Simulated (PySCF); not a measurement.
Correlation energy of Cd³⁺ (cadmium, charge +3)

[Kr] 4d9, 2D determinant. Computed with PySCF 2.14 in def2-QZVPPD with the def2 core potential (28 electrons) (7s5p4d4f2g, 88 functions), with a scalar-relativistic core potential. Frozen: 4s2 4p6; 9 electrons correlated.

```csv
level,correlation energy (mhartree)
CCSD,-294.82
(T),-7.28
CCSD(T),-302.10
```

Diagnostics: T1 = 0.0012, D1 = 0.0027, largest double amplitude 0.020.

Cost of the coupled-cluster step: about 40 core-seconds, for 9 correlated electrons.
